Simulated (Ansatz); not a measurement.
Reaction (cleavage of the Sn–B bond): `F[SiH2][BH][SnH3]` + `C[SiH2]N` → `C[SiH2][NH][SnH3]` + `B[SiH2]F`

Computed with Ansatz on PBE0-D4/def2-TZVP structures; ΔE is electronic, products minus reactants. CBS: MP2 limit from def2 TZ/QZ plus the TZ coupled-cluster correction, frozen cores. Functionals use def2-TZVPP. B3LYP here is the variant with VWN-RPA as its local correlation; programs differ in this. def2 core potentials past Kr. For Sn outer-core shells are correlated without core-valence functions, which leaves a few kJ/mol of doubt a bond. One conformer a species, not always the lowest.

```
             level  ΔE (eV)
            PBE-D4     0.11
         r2SCAN-D4     0.04
               PBE     0.15
            r2SCAN     0.05
              PBE0     0.11
             B3LYP     0.04
SCS-MP2/def2-TZVPP    -0.11
    CCSD/CBS(def2)    -0.03
```

What does CCSD(T)/CBS give? (An estimate is asked.)

The calculation gave: -0.03 eV. The listed levels differ from it by 0.14, 0.07, 0.18, 0.08, 0.14, 0.07, -0.08, 0.00 eV.

Largest T1 diagnostic among the species: 0.014.

In def2-TZVPP, CCSD(T) changes the Hartree–Fock value by +0.08 eV (the triples alone add −0.00 eV) and MP2 by +0.03 eV. The D4 term adds −0.06 eV with B3LYP and −0.03 eV with PBE0; it sums over pairs of atoms, weighted by their polarisabilities, and B3LYP, whose exchange is more repulsive, gets the larger term. From PBE to PBE0 (25 % exact exchange), in def2-TZVPP and without D4, ΔE moves by −0.04 eV.
